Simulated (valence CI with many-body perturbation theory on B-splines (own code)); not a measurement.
## Mn¹⁹⁺: input, log and results

Computed by configuration interaction combined with many-body perturbation theory (CI+MBPT): four valence electrons over a frozen Dirac-Fock core [He], radial functions for each j: 3 s, 3 p, 2 d, 1 f, with the one-electron correlation potential Σ1 (screened to all orders), the two-electron term Σ2, the three-electron term Σ3, Breit, model QED; selected single and double excitations, second order for the rest, scaled by the run's own slope (own B-spline code, finite nucleus).

Command, and the settings that its task file holds:

```sh
python run_cv.py task.json out
```

```
atom Mn  Z=25  mass_number=55  rms_radius_fm=3.7057
core [He]
valence 2s2 2p2
avg = 1
basis = S
breit = 1
cap = 10000
capref = 1200
cscale = 1
de = 0.0
dress = 0
eps = 2e-08
extrap = 1
h = 0.27
hh = 1
l2 = 3
lcore = 6
maxit = 60
n2 = 5
natural = 1
nlev = 20
nno = [0, 0, 0, 0, 0]
nroot = 26
nsp = [3, 3, 2, 1, 0]
pt2 = 1
qed = 1
rpa = 1
s1 = 1
s2 = 1
s3 = 1
screen = 1
tol = 2e-05
whole = 1
```

It took 5.3 s on 1 thread of Arm Neoverse V1 (shared host).

Log. The first blocks belong to the next ion, which gives the ionisation energy. Fields: 2J, parity (1 odd), roots, reference size, generating configurations, candidates as configurations/state functions, variational space P, stored matrix elements, Davidson steps; e2 is the range of second-order energies in hartree. The first line gives the box (bohr), its intervals, the orbitals and the steps of their self-consistent field. Window is the range of levels sought, series limit the energy at which the first omitted orbital would enter, core excitation an estimate of the first excitation out of the core, left out the lowest levels not solved, and shifts from estimates the range by which levels moved from their first estimate, all in cm⁻¹.

```
rmax 2.9 intervals 58 orbitals 15 references ['2s2 2p2', '2s 2p3', '2p4'] scf 4 t 0.4
2J=1 par=1 roots 2 ref 40 generators 2 cand 80/109 P 112/149 nnz 0 it 0
2J=1 par=1 roots 2 ref 40 generators 6 cand 41/54 P 153/203 nnz 0 it 0
   second order: generators 11 cand 89/120 e2 -0.00000 -0.00000
2J=3 par=1 roots 2 ref 61 generators 4 cand 88/161 P 128/222 nnz 0 it 0
2J=3 par=1 roots 2 ref 61 generators 9 cand 32/60 P 160/282 nnz 0 it 0
   second order: generators 15 cand 132/247 e2 -0.00000 -0.00000
reference levels 448, estimated 336, window 6984004 1/cm; series limit 10575226, core excitation 48620441
2J=0 par=0 roots 6 ref 28 generators 14 cand 0/0 P 541/795 nnz 0 it 0
2J=0 par=0 roots 6 ref 28 generators 21 cand 41/56 P 582/851 nnz 0 it 0
   second order: generators 34 cand 225/349 e2 -0.00000 -0.00000
2J=2 par=0 roots 7 ref 58 generators 19 cand 8/30 P 642/2008 nnz 0 it 3
2J=2 par=0 roots 7 ref 58 generators 22 cand 31/85 P 673/2093 nnz 0 it 4
   second order: generators 35 cand 220/823 e2 -0.00000 -0.00000
2J=4 par=0 roots 7 ref 64 generators 19 cand 8/42 P 684/2623 nnz 9.5e+05 it 3
2J=4 par=0 roots 7 ref 64 generators 21 cand 27/103 P 711/2726 nnz 9.9e+05 it 4
   second order: generators 34 cand 249/1220 e2 -0.00000 -0.00000
2J=4 par=1 roots 6 ref 67 generators 14 cand 4/15 P 663/2405 nnz 0 it 3
2J=4 par=1 roots 6 ref 67 generators 20 cand 18/36 P 681/2441 nnz 0 it 3
   second order: generators 33 cand 313/1552 e2 -0.00000 -0.00000
2J=2 par=1 roots 7 ref 62 generators 18 cand 10/29 P 661/1928 nnz 0 it 3
2J=2 par=1 roots 7 ref 62 generators 27 cand 25/49 P 686/1977 nnz 0 it 3
   second order: generators 46 cand 362/1357 e2 -0.00000 -0.00000
2J=6 par=1 roots 2 ref 47 generators 9 cand 0/0 P 580/2077 nnz 0 it 2
2J=6 par=1 roots 2 ref 47 generators 11 cand 14/38 P 594/2115 nnz 0 it 3
   second order: generators 20 cand 224/1405 e2 -0.00000 -0.00000
2J=0 par=1 roots 3 ref 24 generators 10 cand 18/30 P 550/787 nnz 0 it 0
2J=0 par=1 roots 3 ref 24 generators 14 cand 19/22 P 569/809 nnz 0 it 0
   second order: generators 24 cand 221/367 e2 -0.00000 -0.00000
2J=6 par=0 roots 2 ref 41 generators 9 cand 16/92 P 611/2423 nnz 0 it 3
2J=6 par=0 roots 2 ref 41 generators 13 cand 26/127 P 637/2550 nnz 9.4e+05 it 3
   second order: generators 18 cand 159/910 e2 -0.00000 -0.00000
2J=8 par=1 roots 1 ref 24 generators 5 cand 0/0 P 451/1360 nnz 0 it 1
2J=8 par=1 roots 1 ref 24 generators 8 cand 23/129 P 474/1489 nnz 0 it 4
   second order: generators 12 cand 213/1312 e2 -0.00000 -0.00000
left out: unestimated 10090412, estimated 7412365, shifts from estimates -1 to 0
operators 0.1
```

The Davidson iterations converged. The settings are bad on purpose, so the numbers may not be properties of the ion.

No measured spectrum was set against this ion. As an estimate, levels of excited configurations hold to 0.05 to 0.15 % of their energy, terms of the ground configuration to about 0.5 %.

- Valence energy: -251.736 hartree
- Ionisation energy: 1538.6 eV (NIST: 1537.2 ± 0.8 eV (semi-empirical))
- Reference configurations for the orbitals: 2s2 2p2, 2s 2p3, 2p4
- Radial orbitals: 15
- Box radius: 2.918 bohr
- Largest variational space: 2726
- Lowest levels: 2s2 2p2 3P_0 0.00, 2s2 2p2 3P_1 7.39, 2s2 2p2 3P_2 12.31, 2s2 2p2 1D_2 26.61, 2s2 2p2 1S_0 41.48, 2s 2p3 5S°_2 54.05, 2s 2p3 3D°_2 89.84, 2s 2p3 3D°_1 89.94, 2s 2p3 3D°_3 92.34, 2s 2p3 3P°_0 105.76, 2s 2p3 3P°_1 106.59, 2s 2p3 3P°_2 108.30, 2s 2p3 3S°_1 128.10, 2s 2p3 1D°_2 131.17 eV
